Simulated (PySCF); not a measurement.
**From computed data to an observable: oscillator strength and radiative lifetime**

C3H9NOSi, SMILES CN1C[SiH](O)C1.

The structure is a stationary point at r2SCAN-D4/def2-SVP. This is a generated structure with no PubChem entry under its InChIKey; it may be hypothetical. Other conformers were not sampled.

PySCF 2.14.0 with TDA-PBE/def2-SVPD puts the first singlet state with f over 0.02 at 5.20 eV (vertical), with the transition dipole (0.221, 0.413, 0.000) in atomic units.

Question: Find the oscillator strength, the wavelength and the radiative lifetime that this transition would have in vacuum if emission retraced absorption.

Answer: 
|μ|² = 0.2194 au, so |μ| = 1.19 D. ΔE = 5.20/27.211 = 0.1911 hartree. f = (2/3) ΔE |μ|² = 0.028 (the program prints 0.028).
λ = 1239.84/5.20 = 238 nm; ν = 41941 cm⁻¹.
Einstein's coefficient A = 0.6670 ν² f s⁻¹ (ν in cm⁻¹) = 3.3e7 s⁻¹, so τ = 1/A = 30 ns. This state is S2; the lower singlet has f = 0.001. The figure is the radiative limit of this one transition; relaxation, internal conversion, crossing to triplets and a medium change what is measured.
